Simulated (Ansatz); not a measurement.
A geometry relaxed with Ansatz (a program for electronic structure) with PBE0-D3(BJ)/def2-TZVP, charge 0, multiplicity 1:

```xyz
10

H     -1.6007    -0.6847     1.6473
Si    -1.7650    -0.1017     0.2868
Br    -0.0195     2.2087    -1.4349
H      1.6146    -1.7494     0.1013
H      2.2529     0.2634     1.2572
H     -2.1658    -1.2065    -0.6326
H     -2.8447     0.9196     0.3127
B     -0.0105     0.6091    -0.3985
Si     1.7640    -0.2757    -0.0449
H      2.7747     0.0172    -1.0944
```

Write the SMILES of this molecule.

`[SiH3]B([SiH3])Br`
